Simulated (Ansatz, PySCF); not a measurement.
Complex: HF (SMILES F) (first 2 atoms) with CHN (SMILES C#N); geometry from B3LYP-D3(BJ)/def2-TZVP, rigid monomers moved along the line of their centres of mass till H2···N4 is 1.64 Å.
(charge 0, multiplicity 1):
```xyz
5

F     -0.04811    -0.99302    -0.13730
H      0.03748    -0.48045     0.64395
C      0.29421     1.04229     2.95475
N      0.18779     0.41506     2.00565
H      0.39367     1.62828     3.84136
```

Interaction energies are E(AB) − E(A) − E(B) at the monomers' geometry in the complex; basis-set methods are counterpoise corrected. Rows marked so take none.

Rows in 3-21G carry no dispersion term and start afresh at each structure.

Codes used: Ansatz (a program for electronic structure) with Gaussian orbitals; PySCF for 3-21G rows, the dispersion terms. Each number belongs to the level named beside it.

Task: Give the interaction energy at the level PBE0-D3(BJ)/def2-TZVPPD.

Result: -7.6 kcal/mol

Task: What is the computed interaction energy (B3LYP-D4/def2-TZVPPD)?

Result: -7.2 kcal/mol

Task: Predict the interaction energy from B3LYP/3-21G (no counterpoise).

Result: -9.9 kcal/mol
